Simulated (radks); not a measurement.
Values are calculated unless marked as measured or tabulated.
Problem. Neutral phosphorus, [Ne] 3s2 3p3. Level of theory: non-relativistic Kohn-Sham, LDA (Slater exchange, Perdew-Wang correlation), spin-polarised, spherical densities, point nucleus (a radial shooting solver on a logarithmic mesh with Libxc functionals). Every spin shell is full or empty, so the densities are truly spherical. Functionals are evaluated on that one density, not self-consistently. Rank these exchange functionals by their error against the exact value of the orbitals, and give that value: LDA, revPBE, RPBE, PW91, AM05, SOGGA, G96, EV93, TPSS, r2SCAN, MS2.

Solution. Exact: -22.5568 hartree. From best to worst, with 100 (|E| - |E exact|)/|E exact| (equal figures are ties): r2SCAN +0.05, revPBE -0.07, RPBE +0.08, PW91 -0.08, G96 +0.10, MS2 +0.15, TPSS +0.27, EV93 +1.35, SOGGA -3.54, AM05 -7.02, LDA -8.04.
